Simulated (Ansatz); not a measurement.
Reactions of `[Cl][Al]1[CH2][NH]1`.

Computed with Ansatz on PBE0-D4/def2-TZVP structures; ΔE is electronic, products minus reactants. CCSD(T)/CBS is the MP2 limit (def2-TZVPP, def2-QZVPP) plus CCSD(T) − MP2 in def2-TZVPP, frozen cores. This one scheme is used for every species, atoms too. Functionals use def2-TZVPP. Open shells (•) are unrestricted, without spin–orbit coupling. Spin–orbit coupling would lower the free atoms: a little for Al, C, Cl. Each species was taken in one conformer, which may not be the lowest.

| reaction | B2PLYP (kJ/mol) | PBE0-D4 (kJ/mol) | PBE-D4 (kJ/mol) | HF/CBS(def2) (kJ/mol) |
| --- | --- | --- | --- | --- |
| `[Cl][Al]1[CH2][NH]1` + H₂ → `[CH2]1[NH][AlH]1` + HCl | 133 | 130 | 129 | 126 |
| `[Cl][Al]1[CH2][NH]1` + BH₃ → `[BH2][Al]1[CH2][NH]1` + HCl | 172 | 157 | 146 | 188 |
| `[Cl][Al]1[CH2][NH]1` + CH₃OH → `C[O][Al]1[CH2][NH]1` + HCl | 32 | 39 | 38 | 34 |
| `[Cl][Al]1[CH2][NH]1` + H₂O → `[OH][Al]1[CH2][NH]1` + HCl | 28 | 36 | 34 | 31 |
| `[Cl][Al]1[CH2][NH]1` → Al• + C• + Cl• + 3 H• + N• | 2348 | 2384 | 2441 | 1629 |
| `[Cl][Al]1[CH2][NH]1` + `BBN` → `[BH2][Al]1[CH2][NH]1` + `NBCl` | 61 | 56 | 49 | 68 |

**Question.** Give the CCSD(T)/CBS values in the same order. (An estimate is asked.)

**Answer.** Computed: 134, 168, 34, 32, 2379, 60 kJ/mol.

Largest T1 diagnostic: 0.018, for Al•.
